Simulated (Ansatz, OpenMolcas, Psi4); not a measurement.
## Abstraction of Cl: C2HClF2 + CHBrCl → C2HF2 + CHBrCl2

Species: C2HClF2 `FC(F)=CCl`, singlet; CHBrCl `Cl[CH]Br`, doublet; C2HF2 `[CH]=C(F)F`, doublet; CHBrCl2 (bromodichloromethane) `ClC(Cl)Br`, singlet. A radical takes Cl: the energy is the difference in strength between two C–Cl bonds in different surroundings.

Shapes, held fixed at every level: PBE0-D4/def2-TZVP. Programs: Ansatz 0.2.0, OpenMolcas 26.06, Psi4 1.11. A level may come from different programs for different species; with the same settings they agree closely. The zero-point and thermal change to 298 K, harmonic and unscaled (PBE0-D4/def2-TZVP), is -1.7 kJ/mol.

```tsv
level	kind	ΔH(298 K) (kJ/mol)
HF/def2-TZVPP	Hartree–Fock	+78.1
SPW92/def2-TZVPP	LDA	+106.5
PBE-D4/def2-TZVPP	GGA	+94.6
r2SCAN-D4/def2-TZVPP	meta-GGA	+91.4
B3LYP/6-31G* (spherical functions)	global hybrid	+100.3
BHLYP-D4/def2-TZVPP	global hybrid	+92.1
wB97X-V/def2-TZVPP	range-separated hybrid	+94.8
B2PLYP/def2-TZVPP	double hybrid	+92.6
```

B2PLYP/def2-TZVPP gives ΔH(298 K) = +92.6 kJ/mol; the levels span +78.1 to +106.5. The median of the levels is +93.6. No measured value is set beside it here. Spin contamination: C2HF2 (⟨S²⟩ up to 0.90). Open shells run unrestricted. Relativity is left out for Br. Outer-core shells of Br are correlated, in sets that cover them unevenly.
